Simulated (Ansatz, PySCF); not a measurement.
GaCl₄, SMILES [Cl][Ga-]([Cl])([Cl])[Cl], charge -1.

The structure is a stationary point at B3LYP-D3(BJ)/def2-SVPD. The isomer is the one that the SMILES or the coordinates give; other isomers of the formula were not compared.

Estimates of the vertical detachment energy (IE) of the anion in eV. Rows of orbital energies are one-electron estimates, which approximate functionals can put far too low.

| level | IE |
|---|---|
| −ε(HOMO), −ε(LUMO), r2SCAN/def2-SVPD (PySCF) | 3.62 |
| −ε(HOMO), −ε(LUMO), PBE/def2-SVPD (PySCF) | 3.27 |
| ΔSCF, PBE/def2-SVPD (Ansatz), final states of multiplicity 2 | … |

**Question.** Some entries are withheld; supply them. (An estimate is asked for; the answer gives what the named calculation found.)

**Answer.** 
- ΔSCF, PBE/def2-SVPD (Ansatz, a quantum-chemistry and plane-wave program), final states of multiplicity 2, IE: 5.76

**Question.** What vertical singlet–triplet gap does ΔSCF give with PBE/def2-SVPD (Ansatz)? (An estimate is asked for; the answer gives what the named calculation found.)

**Answer.** 5.11 eV (triplet above singlet where positive).
